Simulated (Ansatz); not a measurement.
Geometry optimisation, RKS B3LYP-D4/6-31G* (Ansatz 0.2.0).

Input file:

```yaml
crystal:
  periodic: [false, false, false]
  atoms:
    - { symbol: Al, position_ang: [-0.621353, 1.038119, 0.433827] }
    - { symbol: H, position_ang: [2.027095, 0.305865, 0.750673] }
    - { symbol: O, position_ang: [1.942727, -0.424658, 0.092946] }
    - { symbol: H, position_ang: [1.874582, -1.230098, 0.629759] }
    - { symbol: O, position_ang: [-1.660249, -0.182788, -0.198532] }
    - { symbol: Si, position_ang: [-2.65659, -1.326926, -0.831964] }
    - { symbol: H, position_ang: [-2.649592, -2.555679, 0.009682] }
    - { symbol: H, position_ang: [-4.058135, -0.828077, -0.893855] }
    - { symbol: H, position_ang: [-2.236284, -1.707959, -2.206936] }
basis:
  gaussian: { orbitals: "6-31G*" }
hamiltonian:
  xc: b3lyp
  dispersion: d4
relax:
  f_tol: 0.03
  max_steps: 50
```

Run as:

```bash
$ ansatz run input.yaml --threads 1 --pin off --max-ram 2048MiB --backend cpu --events-out ev --progress --plain --runs-dir out
```

Task: Where does it end, and by what steps?

Result: The run converged. After 16 steps the energy has fallen by 0.269 eV; H4 moved furthest, 1.22 Å.

```tsv
step	energy less start (eV)	largest force component (eV/Å)	accepted
0	0.0000	0.672	yes
1	0.0387	2.478	no
2	-0.0376	0.742	yes
3	-0.0672	0.896	yes
4	-0.0841	1.145	yes
5	-0.1299	0.813	yes
6	-0.1744	0.216	yes
7	-0.1931	0.614	yes
8	-0.2017	0.904	yes
9	-0.2301	0.288	yes
10	-0.2420	0.533	yes
11	-0.2513	0.334	yes
12	-0.2654	0.088	yes
13	-0.2638	0.338	no
14	-0.2680	0.046	yes
15	-0.2674	0.095	no
16	-0.2690	0.014	yes
```

```xyz
9
Properties=species:S:1:pos:R:3
Al -0.527 1.153 0.309
H 1.917 -0.219 1.004
O 1.415 -0.057 0.187
H 0.890 -0.863 0.006
O -1.105 -0.448 -0.220
Si -2.356 -1.385 -0.747
H -2.459 -2.625 0.074
H -3.663 -0.672 -0.664
H -2.150 -1.797 -2.164
```

Run time: 57 s on 1 thread of Arm Neoverse V2 (shared host), peak memory 0.15 GiB.
